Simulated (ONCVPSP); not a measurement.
P (Z = 15), ONCV: configuration errors across variants

```json
{
  "Element": "P (Z = 15)",
  "Generator": "ONCVPSP 4.0.1",
  "Type": "optimised norm-conserving Vanderbilt (ONCV)",
  "Functional": "Wu-Cohen",
  "Relativity": "non-relativistic",
  "Frozen core": "[He]",
  "Valence charge": "13",
  "Reference configuration": "2s2 2p6 3s2 3p2.75 (charge +0.25)",
  "Partial waves": "2s+3s: rc 1.00 bohr, ncon 3, nbas 7, qcut 9.9 1/bohr, 2 projectors; 2p+3p: rc 0.75 bohr, ncon 4, nbas 7, qcut 14.2 1/bohr, 2 projectors",
  "Local potential": "polynomial inside 0.75 bohr (lpopt 3, dvloc0 0 Ha)",
  "Core correction": "Teter function, fcfact 3.5, rcfact 1.25"
}
```

All-electron excitation energies from the reference (eV): (1) 2s2 2p6 3s2 3p3 -1.623; (2) 2s2 2p6 3s2 3p2 8.095; (3) 2s2 2p6 3s2 3p1 27.247; (4) 2s1 2p6 3s2 3p3 185.682.

Errors AE − PS in meV (a dash: test not solved or not reliable):

| change | (1) | (2) | (3) | (4) | bound ghosts | GHOST(+) flags above zero |
| --- | --- | --- | --- | --- | --- | --- |
| base | 0.0 | +0.2 | +2.3 | -476 | none | none |
| s: rc 0.68; local potential polynomial inside 0.68 bohr (lpopt 3, dvloc0 0 Ha) | 0.0 | +0.2 | +2.1 | -384 | none | none |
| s: rc 0.82 | 0.0 | +0.2 | +2.2 | -482 | none | none |
| s: rc 1.12 | 0.0 | +0.2 | +2.3 | -405 | none | none |
| s: rc 1.32 | 0.0 | +0.2 | +2.4 | -202 | none | none |

(1) Give the same row for: s: rc 1.44.

Results:

(1) 0.0, +0.2, +2.0, -67; bound ghosts: none; GHOST(+) flags above zero: none.
